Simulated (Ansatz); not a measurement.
Relaxation of H₇NSn (9 atoms, charge 0, multiplicity 1), to a largest force component of 0.03 eV/Å in at most 50 steps.

The calculation used Ansatz, RKS PBE-D4/def2-SVP.

```xyz
9
Properties=species:S:1:pos:R:3
Sn -0.540 0.044 -0.469
H -0.085 -0.038 2.447
H 0.948 -0.168 0.397
H -0.553 1.585 -1.251
H -0.735 -1.248 -1.597
N -2.316 0.005 0.632
H -2.457 -0.881 1.134
H -2.394 0.766 1.318
H -0.796 -0.065 2.318
```

Question: Where does it end, and by what steps?

Answer: It converged. The force dipped under the threshold on the way, but the program's further checks kept it going. After 8 steps the energy has fallen by 0.243 eV; H2 moved furthest, 0.96 Å.

```tsv
step	energy less start (eV)	largest force component (eV/Å)	accepted
0	0.0000	1.882	yes
1	-0.1441	0.222	yes
2	-0.2003	0.147	yes
3	-0.2264	0.101	yes
4	-0.2375	0.045	yes
5	-0.2417	0.049	yes
6	-0.2426	0.009	yes
7	-0.2428	0.040	yes
8	-0.2429	0.025	yes
```

```xyz
9
Properties=species:S:1:pos:R:3
Sn -0.605 0.054 -0.735
H -0.227 -0.116 3.395
H 0.925 -0.123 0.077
H -0.683 1.583 -1.530
H -0.843 -1.257 -1.832
N -2.260 0.016 0.518
H -2.306 -0.850 1.073
H -2.250 0.793 1.192
H -0.679 -0.101 2.771
```

Whether the end is a true minimum wasn't checked by a vibrational analysis.

Time of the run: 8.2 s on 2 threads of AMD EPYC 7R32 (Zen 2), on a shared host, peak memory 0.15 GiB.
